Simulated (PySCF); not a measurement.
A structure optimised at B3LYP-D3(BJ)/def2-SVP, used in a PySCF frequency run:

```xyz
21

B      0.2452     0.0699     0.4898
O     -0.0306    -0.6599    -0.6551
C      0.7390    -1.7686    -1.0496
C      0.2611    -2.2559    -2.4056
H      1.8128    -1.4987    -1.1008
H      0.6500    -2.5872    -0.3063
H      0.3671    -1.4594    -3.1585
H      0.8434    -3.1305    -2.7363
H     -0.8016    -2.5400    -2.3583
N      1.2977    -0.3235     1.3679
H      1.8083    -1.1878     1.2591
H      1.5975     0.2194     2.1643
N     -0.5663     1.2231     0.7288
C     -1.4969     1.7221    -0.2587
C     -0.4656     2.0403     1.9115
H     -2.5231     1.7971     0.1525
H     -1.2167     2.7350    -0.6132
H     -1.5208     1.0492    -1.1241
H      0.0324     3.0141     1.7219
H     -1.4679     2.2695     2.3222
H      0.0919     1.5248     2.7067
```
Charge 0, spin multiplicity 1.

Question: Write its SMILES and formula.

Answer: CCOB(N)N(C)C, C4H13BN2O

Question: What are its rotational constants (standard atomic weights)?

Answer: 3.6214, 1.1316, 0.88261 GHz
